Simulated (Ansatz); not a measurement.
One change: `OCB(F)S` becomes `C[SiH2]B(F)S`.

Ansatz, PBE0-D4/def2-TZVP geometries, multiplicity 1. Each molecule was computed in one conformer, which needn't be the lowest.

```tsv
property	`OCB(F)S`
HOMO energy (ωB97M-V/def2-TZVPP) / eV	-10.24
LUMO energy (B3LYP/def2-TZVPP) / eV	-0.68
zero-point energy (PBE0-D4/def2-TZVP) / kJ/mol	154.0
LUMO energy (PBE0/def2-TZVPP) / eV	-0.45
HOMO–LUMO gap (B3LYP/def2-TZVPP) / eV	6.99
HOMO energy (PBE0/def2-TZVPP) / eV	-7.92
```

**Question.** Give the same properties after the change, and the shifts. (An estimate is asked.)

**Answer.** Ansatz gave: 
| property | `C[SiH2]B(F)S` | shift |
| --- | --- | --- |
| HOMO energy (ωB97M-V/def2-TZVPP) / eV | -10.10 | 0.14 |
| LUMO energy (B3LYP/def2-TZVPP) / eV | -1.39 | -0.71 |
| zero-point energy (PBE0-D4/def2-TZVP) / kJ/mol | 185.4 | 31.4 |
| LUMO energy (PBE0/def2-TZVPP) / eV | -1.22 | -0.77 |
| HOMO–LUMO gap (B3LYP/def2-TZVPP) / eV | 6.41 | -0.58 |
| HOMO energy (PBE0/def2-TZVPP) / eV | -7.99 | -0.07 |

With PBE0 the HOMO falls by 0.07 eV and the LUMO falls by 0.77 eV, so the gap narrows by about 0.70 eV. PBE moves the HOMO by -0.42 eV and ωB97M-V by 0.14 eV. The zero-point energy changes by 31.4 kJ/mol with +6 modes.

B3LYP here is the variant with VWN-RPA as its local correlation; programs differ in this.
